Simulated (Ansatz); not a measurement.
Job for Ansatz (a first-principles code): R-PBE/def2-TZVPPD on H2O3S (SMILES O=S(O)O). The basis file is the Basis Set Exchange's JSON of that set.

Ansatz 0.2 input:
```yaml
crystal:
  periodic: [false, false, false]
  atoms:
    - {symbol: O, position_ang: [0.85045081, -0.19199681, 1.22714300]}
    - {symbol: S, position_ang: [0.81372042, -0.05443102, -0.22287098]}
    - {symbol: O, position_ang: [-0.24981499, -1.17544307, -0.74644546]}
    - {symbol: O, position_ang: [-0.01986134, 1.31715559, -0.51578831]}
    - {symbol: H, position_ang: [-0.83329344, -1.42219856, -0.00747847]}
    - {symbol: H, position_ang: [-0.56120147, 1.52701387, 0.26544022]}
basis:
  gaussian:
    orbitals: def2-TZVPPD.json
hamiltonian:
  xc: {name: PBE}
scf: {lower_state_search: off}
```

Problem. Give the final energy of this run.

Solution. -624.7869 hartree.
